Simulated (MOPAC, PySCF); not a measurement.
C₃H₉Al, SMILES `[CH3][Al]([CH3])[CH3]`, neutral singlet in the gas phase. 

Cartesian coordinates (Å):
SMILES: [CH3][Al]([CH3])[CH3]
```xyz
13

C      1.7542    -0.8920     0.0156
Al     0.0072     0.0007     0.0146
C     -0.1086     1.9586    -0.0340
C     -1.6385    -1.0670     0.0336
H      1.7389    -1.8320     0.5738
H      2.0458    -1.1468    -1.0102
H      2.5520    -0.2665     0.4231
H      0.7635     2.4464     0.4083
H     -0.1698     2.3052    -1.0723
H     -1.0025     2.3352     0.4705
H     -2.0174    -1.1545     1.0588
H     -1.4895    -2.0847    -0.3350
H     -2.4389    -0.6061    -0.5515
```
Charge 0, multiplicity 1.

All levels are single points at this geometry (B3LYP-D3(BJ)/def2-TZVP); Pople sets use spherical d functions. Orbital energies aren't observables, and empty levels follow the basis.

PBE/6-31G* in PySCF gives HOMO (eV) = -5.96.

Problem. Estimate the HOMO (eV) from each of these levels: TPSSh-D3(BJ)/def2-TZVP in PySCF; B3LYP/6-311+G** in PySCF; B3LYP/6-31G* in PySCF; B3LYP/LANL2DZ in PySCF; M06-2X/6-31G* in PySCF; HF/6-31G* in PySCF; PM3 in MOPAC; PM6 in MOPAC.

Solution. 
```tsv
level	HOMO (eV)
TPSSh-D3(BJ)/def2-TZVP in PySCF	-6.87
B3LYP/6-311+G** in PySCF	-7.35
B3LYP/6-31G* in PySCF	-7.05
B3LYP/LANL2DZ in PySCF	-7.17
M06-2X/6-31G* in PySCF	-8.50
HF/6-31G* in PySCF	-10.50
PM3 in MOPAC	-10.15
PM6 in MOPAC	-10.38
```
